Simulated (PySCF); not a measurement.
Dipole response of Ni (nickel, neutral)

[Ar] 3d10, closed-shell 1S (an excited configuration). Calculation: PySCF 2.14, in aug-cc-pwCVTZ-DK; the spin-free X2C one-electron Hamiltonian (Gaussian nucleus). Coupled (time-dependent) response in atomic units; α is the mean over directions.

```tsv
method	mean α (bohr³)	C₆ (like pair)	S(−4)
TPSS	49.70	159.7	11840
BLYP	45.78	143.7	9675
```

S(−4) is the Cauchy moment in α(ω) = α(0) + S(−4) ω² + …

α(iu) at TPSS:

```tsv
u (hartree)	α(iu) (bohr³)
0	49.70
0.0500	32.41
0.100	18.31
0.200	9.282
0.300	6.619
0.500	4.745
0.750	3.736
1.00	3.071
1.50	2.149
2.00	1.562
3.00	0.9247
5.00	0.4408
```

A single London oscillator, α(iu) = α/(1 + u²/ω²), gives C₆ = (3/4) ω α². Matching the computed C₆ needs ω = 4 × 159.7 / (3 × 49.70²) = 0.0862 hartree.
